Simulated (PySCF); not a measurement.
A structure optimised at r2SCAN-D4/def2-TZVP, used in a PySCF frequency run:

```xyz
5

Te     0.3631    -0.3847     0.0000
Cl    -0.3295     1.8926     0.0000
N     -1.3517    -1.3770     0.0000
H     -1.9104    -1.2655    -0.8357
H     -1.9104    -1.2655     0.8357
```

Problem. Write its SMILES, formula and point group.

Solution. N[Te]Cl, ClH2NTe, Cs

Problem. What are its rotational constants (standard atomic weights)?

Solution. 9.4242, 2.8457, 2.2127 GHz
